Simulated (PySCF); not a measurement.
C$_{2}$H$_{3}$O (SMILES C[C]=O), doublet (typed; the unrestricted solution is spin-contaminated), geometry from GFN2-xTB. Base run: MP2/STO-3G in PySCF.

The PySCF input:
```python
from pyscf import gto, scf, mp

mol = gto.M(
    atom='''
C    -1.159601    0.155552    0.084622
C     0.227238   -0.346757    0.192057
O     1.266786    0.045102   -0.234295
H    -1.538034    0.336691    1.088860
H    -1.772872   -0.622754   -0.365553
H    -1.229204    1.072478   -0.509017
''',
    basis='sto-3g',
    charge=0,
    spin=1,
    verbose=4,
)

mf = scf.UHF(mol)
mf.kernel()

pt = mp.MP2(mf, frozen=3)
pt.kernel()
print('E(MP2) = %.10f' % pt.e_tot)
```

Each row names what was changed in the base input (with any setting that the change needs).

```
change               basis functions      E (Eh)  MP2 correlation (Eh)  SCF-reference HOMO (eV)  SCF-reference dipole (D)  core-seconds (rough)
-------------------  ---------------  ----------  --------------------  -----------------------  ------------------------  --------------------
base                              18  -150.47217              -0.14652                    -7.12                      1.73                   0.3
basis = 3-21G                     33  -151.72881              -0.29098                    -9.43                      3.04                   0.4
basis = 6-31G                     33  -152.51343              -0.29102                    -9.73                      3.41                   0.5
basis = pcseg-0                   33  -152.13159              -0.29864                    -9.75                      3.30                   0.4
basis = 6-31G**                   57  -152.72734              -0.42701                    -9.63                      3.07                   0.9
basis = def2-SVP                  57  -152.61315              -0.43346                    -9.76                      3.07                   0.8
basis = pcseg-1                   57  -152.69203              -0.43567                    -9.81                      3.23                     1
basis = pc-1                      57  -152.69362              -0.43568                    -9.82                      3.24                   1.0
basis = aug-cc-pVDZ               96  -152.77357              -0.45381                    -9.78                      3.18                     4
basis = aug-pcseg-1               96  -152.71762              -0.44952                    -9.79                      3.15                     4
basis = cc-pVTZ                  132  -152.89277              -0.53823                    -9.78                      3.10                    10
basis = pc-2                     132  -152.88462              -0.52837                    -9.82                      3.21                    20
basis = def2-TZVPP               135  -152.89709              -0.53612                    -9.82                      3.15                    10
```

Totals compare only among sets that treat the same electrons; sets with core potentials leave the core out.

Open shells are given as the SCF converged; they aren't shown to be the lowest states, and a large step between rows can be another state.
